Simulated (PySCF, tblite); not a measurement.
Isomers of C4H13NOSi2. Level: GFN2-xTB in tblite, geometry and Hessian alike; calculated harmonic values, unscaled, isolated species. The method is semi-empirical: single wavenumbers can be off by several per cent or more. Modes of hydrogen on silicon can be 10 to 20 % off. One conformer each.

Electronic energies: PBE0-D3(BJ)/def2-SVP at its own geometries (PySCF, gas phase).

```csv
SMILES,"electronic energy, lowest = 0 (kJ/mol)"
CN(C)[Si@H]1CC[SiH2]O1,0.0
CCO[C@@H]1C[SiH2]N[SiH2]1,171.6
[H]/N=C\[SiH2]O[Si](C)(C)C,37.9
COC[Si@H]1CC[SiH2]N1,158.2
```

How do GFN2-xTB zero-point energies change the relative energies?

```
                    SMILES  ZPE (kJ/mol)  of it from modes above 1550 cm⁻¹  electronic (kJ/mol)  with ZPE, lowest = 0 (kJ/mol)  lowest mode (cm⁻¹)  rings
    CN(C)[Si@H]1CC[SiH2]O1         435.4                             218.2                  0.0                            0.0                  50      1
[H]/N=C\[SiH2]O[Si](C)(C)C         424.8                             238.2                 37.9                           27.3                  9i      0
      COC[Si@H]1CC[SiH2]N1         429.9                             218.5                158.2                          152.7                  39      1
 CCO[C@@H]1C[SiH2]N[SiH2]1         425.3                             215.4                171.6                          161.5                  48      1
```

The zero-point energies span 10.6 kJ/mol, from `[H]/N=C\[SiH2]O[Si](C)(C)C` to `CN(C)[Si@H]1CC[SiH2]O1`. Slightly imaginary modes are left out of the zero-point energy: `[H]/N=C\[SiH2]O[Si](C)(C)C` 9.0i cm⁻¹. The order is unchanged.

And how do the electronic energies of GFN2-xTB itself compare?

`CN(C)[Si@H]1CC[SiH2]O1` 0.0; `[H]/N=C\[SiH2]O[Si](C)(C)C` 191.8; `COC[Si@H]1CC[SiH2]N1` 251.9; `CCO[C@@H]1C[SiH2]N[SiH2]1` 207.4 kJ/mol, lowest = 0. Against the energies above, taken from the same isomer `CN(C)[Si@H]1CC[SiH2]O1`, the largest difference is 153.9 kJ/mol. The two levels were optimised apart and needn't hold the same conformer.

What do entropy and thermal enthalpy add at 298.15 K and 1 bar (rigid rotor, harmonic oscillator, one conformer each)?

```csv
SMILES,point group,symmetry number,S (J/(mol K)),H − H(0) (kJ/mol),ZPE + H − H(0) − TS (kJ/mol)
CN(C)[Si@H]1CC[SiH2]O1,C1,1,433.7,32.03,338.2
COC[Si@H]1CC[SiH2]N1,C1,1,443.6,32.68,330.3
CCO[C@@H]1C[SiH2]N[SiH2]1,C1,1,433.9,32.09,328.0
```

Not tabulated: `[H]/N=C\[SiH2]O[Si](C)(C)C` (lowest mode only 9i cm⁻¹).
